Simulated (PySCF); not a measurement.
**Exercise with solution: chemical shift, span and skew from a shielding tensor**

C2H6ClGe, SMILES [CH3][Ge]([Cl])[CH3] (connectivity only; charge and spin as stated), charge +1, multiplicity 1. Atoms are numbered in the order given.

```xyz
10

C     -1.5737    -1.3147     0.2757
Ge     0.0390    -0.2862     0.0783
C      1.8697    -0.8268     0.3109
Cl    -0.2377     1.7237    -0.4720
H     -1.4279    -2.0872     1.0460
H     -1.7687    -1.8046    -0.6954
H     -2.4119    -0.6473     0.5211
H      2.5157    -0.2361    -0.3545
H      2.1414    -0.6134     1.3605
H      1.9672    -1.9062     0.1219
```
Charge +1, spin multiplicity 1.

Geometry: B3LYP-D3(BJ)/def2-SVP. The spin state was assumed, not searched. The isomer is the one that the SMILES or the coordinates give; other isomers of the formula were not compared.

GIAO shieldings from PBE/pcSseg-1 (PySCF), non-relativistic, no solvent. The symmetric part of the tensor of C1 has the principal values 111.7, 144.0, 187.6 ppm. The same nucleus in TMS has σ = 182.0 ppm at this level (PySCF, at its B3LYP-D3(BJ)/def2-TZVP geometry). Without spin–orbit terms, shifts of atoms bonded to Cl or Br come out too high.

### Question
Work out the isotropic shielding, the ¹³C shift against TMS, the span and the skew.

### Answer

σ(iso) = (σ11 + σ22 + σ33)/3 = 147.8 ppm. δ = σ(ref) − σ(iso) = 182.0 − (147.8) = 34.2 ppm.
Span Ω = σ33 − σ11 = 75.9 ppm. Skew κ = 3(σ(iso) − σ22)/Ω = 0.15. Tumbling in solution averages the tensor to δ; in a static solid the shielding alone would spread this spin-1/2 line over Ω.
